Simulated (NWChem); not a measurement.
CAgClO; SMILES [O+]#[C-]->[Ag][Cl]

All runs: NWChem. Geometry: optimised at PBE-D3(BJ)/def2-SVP. def2 effective core potentials on Ag; no spin-orbit coupling. Vertical excitations in the gas phase; the lowest state need not have the same character in each row.

```tsv
level	lowest excitation, singlet (eV)	orbital gap (eV)
PBE/def2-SVP, TDA	2.84	2.84
B3LYP/def2-SVP, TDA	3.50	4.33
BHandHLYP/def2-SVP, TDA	4.73	6.83
Hartree-Fock/def2-SVP, CIS	6.57	11.07
```
